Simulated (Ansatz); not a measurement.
The same group exchange along the group O, S, Se.

Calculated with Ansatz (gas phase, PBE0-D4/def2-TZVP geometries, no zero-point term in ΔE). CCSD(T)/CBS is the MP2 limit (def2-TZVPP, def2-QZVPP) plus CCSD(T) − MP2 in def2-TZVPP, frozen cores. Functionals use def2-TZVPP. def2 core potentials past Kr. For Se, Sn outer-core shells are correlated without core-valence functions, which leaves a few kJ/mol of doubt a bond. Scalar relativity is left out up to krypton. Each species was taken in one conformer, which may not be the lowest.

```tsv
reaction	CCSD(T)/CBS(def2) (kcal/mol)
`[OH][SnH]([Cl])[Cl]` + `O[SiH3]` → `O[SiH2]O` + `[Cl][SnH2][Cl]`	?
`[SH][SnH]([Cl])[Cl]` + `[SiH3]S` → `S[SiH2]S` + `[Cl][SnH2][Cl]`	1.0
`[Cl][SnH]([Cl])[SeH]` + `[SiH3][SeH]` → `[SeH][SiH2][SeH]` + `[Cl][SnH2][Cl]`	3.9
```

Question: Fill in the missing values. (Best estimate.)

Answer: Computed: `[OH][SnH]([Cl])[Cl]` + `O[SiH3]` → `O[SiH2]O` + `[Cl][SnH2][Cl]`: -20.2 kcal/mol.

Largest T1 diagnostic: 0.012, for `[OH][SnH]([Cl])[Cl]`.
